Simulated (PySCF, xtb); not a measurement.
C5H6Se, SMILES C=C1CC=C[Se]1. The values are those of a single conformer.

Harmonic wavenumbers (cm⁻¹) from GFN2-xTB run with xtb at its own minimum, in rising order: 79, 291, 342, 389, 401, 515, 591, 652, 703, 724, 844, 856, 906, 931, 1015, 1074, 1126, 1131, 1233, 1275, 1395, 1433, 1635, 1666, 2920, 2947, 3081, 3090, 3102, 3123.

**Question.** What does PBE0-D3(BJ)/def2-SVP (PySCF 2.14.0) give at its own minimum? (An estimate is asked for; the answer gives what the named calculation found.)

**Answer.** 45, 304, 372, 425, 448, 557, 635, 658, 672, 773, 873, 903, 931, 951, 998, 1098, 1172, 1174, 1291, 1328, 1412, 1418, 1686, 1717, 3042, 3084, 3165, 3212, 3253, 3267. Paired by order, the mean absolute difference is 53 cm⁻¹ and the zero-point energies are 56.4 and 58.4 kcal/mol.
